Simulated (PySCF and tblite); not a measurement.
The numbers below are computed, except where a source is named.
C₆H₁₁NSi, numbered as in [N:1]#[C:2][CH:3]1[CH2:4][CH2:5][SiH2:6][CH2:7][CH2:8]1. Search: ETKDG and KDG, MMFF94s, GFN2-xTB, 60 starts; geometries at GFN2-xTB. Weights use B3LYP-D3(BJ)/def2-SVP (IEF-PCM, water) energies plus GFN2-xTB zero-point and thermal terms (modes under about 100 cm⁻¹ blended into free rotors). Symmetry numbers and mirror images are counted. Conformers within 2.5 kcal/mol (GFN2-xTB free energy) were kept, 3 at most. GIAO shieldings: WP04/pcSseg-1 (IEF-PCM, water). Shifts are against TMS (¹H), TMS (¹³C), TMS (²⁹Si) at the same level. Run with PySCF (density fitting) and tblite.

The 6-ring runs over atoms 3–4–5–6–7–8.

```csv
conformer,shape,point group,mirror pair,ΔE(DFT),Δ(G−E) at 350 K,δ H3 (ppm)
1,6-ring chair (C2 axial),Cs,no,0.00,0.00,3.12
2,6-ring chair (all substituents equatorial),Cs,no,0.54,-0.21,2.43
```

Energies in kcal/mol; the thermal term leaves out symmetry numbers and mirror images.

Question: Work out the weights at 350 K and the ¹H shift of H3 under fast exchange.

Answer: RT = 0.696 kcal/mol. Each conformer gets RT ln(σ/g), with σ the rotational symmetry number and g = 2 for a mirror pair: 1: σ = 1, g = 1, G = 0.00 + 0.00 + 0.00 = 0.00, 0.00 above the lowest, exp(−ΔG/RT) = 1.000; 2: σ = 1, g = 1, G = 0.54 − 0.21 + 0.00 = 0.33, 0.33 above the lowest, exp(−ΔG/RT) = 0.622. The sum is 1.622, so the weights are 61.7, 38.3 %. The averaged shift is 2.86 ppm. At 298.15 K it is 2.88 ppm. At 298.15 K the leading conformer alone gives 3.12 ppm and bare DFT energies give 2.92 ppm.
